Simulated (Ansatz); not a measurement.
Gas-phase electronic energies from Ansatz, PBE0-D4/def2-TZVP geometries. CCSD(T)/CBS is the MP2 limit (def2-TZVPP, def2-QZVPP) plus CCSD(T) − MP2 in def2-TZVPP, frozen cores. This one scheme is used for every species. Functionals use def2-TZVPP. Each species was taken in one conformer, which may not be the lowest.

Consider the cleavage of the Si–Si bond: `F[Si]([SiH3])(Cl)Cl` + `O[Si]S` → `[SiH3]O[Si]S` + `F[SiH](Cl)Cl`.

`F[Si]([SiH3])(Cl)Cl`:

Cartesian coordinates in Å:
```
F -0.123 -2.195 0.521
Si 0.016 -0.652 0.871
Si -0.030 0.658 -1.057
Cl 1.774 -0.423 1.877
Cl -1.523 -0.180 2.121
H 0.110 2.077 -0.644
H -1.324 0.450 -1.752
H 1.100 0.265 -1.936
```

`O[Si]S`:

Z-matrix (Å, degrees):
```
O
Si 1 1.646
H 1 0.960 2 123.1
S 2 2.176 1 104.3 3 -0.0
H 4 1.346 2 99.8 1 -0.0
```

`[SiH3]O[Si]S`:

```xyz
8

Si    0.334   -1.377   -0.238
O     0.025    0.198    0.139
Si    0.396    1.355    1.254
S    -0.756    3.010    0.482
H     0.952   -1.427   -1.585
H     1.258   -1.974    0.761
H    -0.948   -2.121   -0.243
H    -1.259    2.337   -0.568
```

`F[SiH](Cl)Cl`:

```xyz
5

F    -1.363   -0.257    0.836
Si   -0.024    0.088    0.069
Cl   -0.410    0.097   -1.917
Cl    1.346   -1.335    0.509
H     0.451    1.407    0.503
```

CCSD(T)/CBS gives -102.3 kJ/mol.

Q: Another level gave -94.4 kJ/mol. Which?
A. ωB97M-V/def2-TZVPP
B. BLYP/def2-TZVPP
C. revPBE-D4/def2-TZVPP
D. CAM-B3LYP/def2-TZVPP

A: B. BLYP -94.4, ωB97M-V -102.0, CAM-B3LYP -107.7, revPBE-D4 -73.5 kJ/mol.

Q: What do rigid-rotor, harmonic-oscillator terms from PBE0-D4/def2-TZVP frequencies (298.15 K, 1 bar) make of the CCSD(T)/CBS value? (Estimate.)

A: The calculation gave: ΔZPE = -0.8 kJ/mol, ΔH = -104.6 kJ/mol, ΔS = 3 J/(mol·K), ΔG = -105.6 kJ/mol.

Largest T1 diagnostic among the species: 0.015.

In def2-TZVPP, CCSD(T) changes the Hartree–Fock value by +25.3 kJ/mol (the triples alone add +3.6 kJ/mol) and MP2 by +18.3 kJ/mol. At CCSD(T), def2-SVP lies −3.3 kJ/mol from the extrapolated value and def2-TZVPP −2.4 kJ/mol. From r2SCAN to r2SCAN0 (25 % exact exchange), in def2-TZVPP and without D4, ΔE moves by −4.6 kJ/mol.
